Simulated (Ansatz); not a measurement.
`OB1CC1` + HCl → `ClB1CC1` + H₂O at 500 K and 1 bar (ligand exchange at a B–O bond).

Calculated with Ansatz (gas phase, PBE0-D4/def2-TZVP geometries, no zero-point term in ΔE). CCSD(T)/CBS adds triple-zeta CCSD(T) − MP2 to the extrapolated MP2 energy (def2 sets, frozen cores). This one scheme is used for every species. Each species was taken in one conformer, which may not be the lowest.

```csv
species,CCSD(T)/CBS energy (Eh),H − E (kJ/mol),S (J/(mol·K))
`OB1CC1`,-179.08502,220.0,328.2
HCl,-460.38127,32.5,201.9
`ClB1CC1`,-563.07348,182.1,330.2
H₂O,-76.37941,73.2,206.3
```

H − E and S are ideal-gas, rigid-rotor, harmonic terms from PBE0-D4/def2-TZVP, for one conformer and one mirror image of each species. 1 Eh = 2625.50 kJ/mol, R = 8.31446 J/(mol·K).

Task: By hand: ΔE, ΔH, ΔS and ΔG.

Result: ΔE = (-563.07348) + (-76.37941) − (-179.08502) − (-460.38127) = 0.01340 Eh = 35.2 kJ/mol. Δ(H − E) = 182.1 + 73.2 − 220.0 − 32.5 = 2.8, so ΔH = 38.0 kJ/mol. ΔS = 330.2 + 206.3 − 328.2 − 201.9 = 6.4 J/(mol·K). ΔG = 38.0 − 500 × (6.4)/1000 = 34.8 kJ/mol.

Task: By hand: the equilibrium constant, and the temperature at which ΔG would vanish if ΔH and ΔS stayed fixed.

Result: log₁₀ K = −ΔG/(RT ln 10) = -3.6. ΔG = 0 at ΔH/ΔS = 5938 K, far beyond where these terms or the molecules hold.

The number of gas molecules stays the same, so ΔS is small and ΔH decides. A doubt of 5 kJ/mol in ΔE shifts log₁₀ K by 0.5 here. Other conformers and mirror images would add mixing entropy, several J/(mol·K) or more a flexible species. These are equilibria of isolated gas molecules and say nothing of rates. Largest T1 diagnostic: 0.012 (customary marks: 0.02 for closed shells, 0.045 for open ones).
